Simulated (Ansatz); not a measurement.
`[NH]=[Mo](=[NH])([NH2])[Cl]` and `[NH]=[Mo](=[NH])([NH2])[OH]` differ in one atom or group.

Ansatz, PBE0-D4/def2-TZVP geometries, multiplicity 1. Each molecule was computed in one conformer, which needn't be the lowest.

Elements past krypton have def2 core potentials.

| property | `[NH]=[Mo](=[NH])([NH2])[Cl]` |
| --- | --- |
| LUMO energy (ωB97M-V/def2-TZVPP) / eV | 0.43 |
| ideal-gas entropy at 298 K and 1 bar (rigid rotor, harmonic PBE0-D4/def2-TZVP) / J/(mol·K) | 356 |
| LUMO energy (B3LYP/def2-TZVPP) / eV | -1.83 |
| HOMO–LUMO gap (PBE0/def2-TZVPP) / eV | 6.06 |
| size of the dipole moment (B3LYP/def2-TZVPP) / D | 3.57 |
| HOMO–LUMO gap (ωB97M-V/def2-TZVPP) / eV | 10.30 |

**Question.** What does the change do to each property? (Estimate.)

**Answer.** Computed: 
```
                                                                                  property  `[NH]=[Mo](=[NH])([NH2])[OH]`  shift
                                                     LUMO energy (ωB97M-V/def2-TZVPP) / eV                           1.06   0.63
ideal-gas entropy at 298 K and 1 bar (rigid rotor, harmonic PBE0-D4/def2-TZVP) / J/(mol·K)                            353     -3
                                                       LUMO energy (B3LYP/def2-TZVPP) / eV                          -1.20   0.63
                                                      HOMO–LUMO gap (PBE0/def2-TZVPP) / eV                           6.31   0.25
                                          size of the dipole moment (B3LYP/def2-TZVPP) / D                           2.01  -1.56
                                                   HOMO–LUMO gap (ωB97M-V/def2-TZVPP) / eV                          10.58   0.28
```

With PBE0 the HOMO rises by 0.40 eV and the LUMO rises by 0.65 eV, so the gap widens by about 0.25 eV. PBE moves the HOMO by 0.44 eV and ωB97M-V by 0.35 eV. The zero-point energy changes by 30.8 kJ/mol with +3 modes. Dipoles are sizes alone; their direction can turn.

B3LYP here is the variant with VWN-RPA as its local correlation; programs differ in this.
